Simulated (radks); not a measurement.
Values are calculated unless marked as measured or tabulated.
These are the eigenvalues of the occupied orbitals of an atom or ion with whole-number occupations (eV). Code: a radial shooting solver on a logarithmic mesh with Libxc functionals. Model: non-relativistic Kohn-Sham, PBE, spin-polarised, spherical densities, point nucleus.

| orbital | eigenvalue |
|---|---|
| 1s up | -399.4612 |
| 1s down | -398.1789 |
| 2s up | -31.7806 |
| 2s down | -28.0169 |
| 2p up | -20.0279 |
| 4d up | -0.6143 |

Which element is it, and in what charge state? The configuration may be excited. Open shells, if any, are filled with parallel spins first.

Answer. Z = 7, nitrogen, charge 0: N in [He] 2s2 2p2 4d1. The list shows which subshells hold electrons but not how many an open one holds; the 1s level, -14.68 hartree, gives Z - s = 5.4 by -(Z - s)^2/2, which with screening narrows Z to a few neighbours, and the depths of the outer levels then fix element, charge and occupations together.
